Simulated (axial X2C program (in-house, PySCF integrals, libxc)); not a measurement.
## Potential curves of AlSe⁻, with spin–orbit coupling

Computed with an in-house all-electron X2C program for linear molecules (integrals from PySCF). Two-component (2c) means X2C with spin–orbit coupling and atomic mean-field two-electron Coulomb and Gaunt terms. Basis: Se dyall-acv3z [9s10p7d5f1g], Al dyall-av3z [9s9p3d2f] (cores contracted in-house); Gaussian nuclei, density fitting, unrestricted open shells. Masses: Se 79.917 u, Al 26.982 u.

State: Ω = 0 (closed shell). Energies in kJ/mol from the fragments at the same level (Se- + Al). Fits are polynomials in 1 − R0/R over 0.85 to 1.23 times the lowest point R0.

```tsv
R (Å)	PBE0	MP2	M06
1.9471	-321.59	-325.96	-310.59
2.0366	-371.79	-379.14	-359.63
2.1037	-393.22	-402.20	-380.34
2.1709	-404.18	-414.37	-390.75
2.2380	-407.06	-418.08	-393.20
2.3163	-402.64	-414.33	-388.40
2.3947	-392.10	-404.13	-377.68
2.4954	-372.32	-384.48	-357.81
2.6185	-342.23	-354.20	-327.86
2.7975	-293.04	-304.31	-279.23
```

Correlated methods: 10 electrons correlated (number of frozen shells: Se 3 s, 2 p, 1 d; Al 2 s, 1 p), 248 virtual spin orbitals or spinors in MP2.

The state is one determinant whose occupation by symmetry is held fixed; it was picked as the lowest of a PBE0 search that is not exhaustive. The closed shell is kept restricted, so the energy runs too high when the bond is stretched far. Dissociation energies refer to the lowest single-determinant-based atoms at the same level and basis. In 2c an atomic determinant is not the ground J level, so De misses part of the atomic spin–orbit lowering. This holds for PBE0, M06. Without a current term, density functionals place determinants with orbital angular momentum somewhat too high. MP2 and coupled cluster on one determinant become unreliable at the stretched end.

(1) Fit the PBE0 curve near its minimum: give the equilibrium distance, the harmonic wavenumber and the well depth.

(2) What are Re, ωe and De at the MP2 level?

(3) What are Re, ωe and De at the M06 level?

Results:

(1) At PBE0, 2c: Re = 2.232 Å, ωe ≈ 443 cm⁻¹, De = 4.22 eV to Se- + Al; Be follows as 0.168 cm⁻¹.

(2) At MP2, 2c: Re = 2.240 Å, ωe ≈ 446 cm⁻¹, De = 4.33 eV to Se- + Al; Be follows as 0.167 cm⁻¹.

(3) At M06, 2c: Re = 2.228 Å, ωe ≈ 442 cm⁻¹, De = 4.08 eV to Se- + Al; Be follows as 0.168 cm⁻¹.
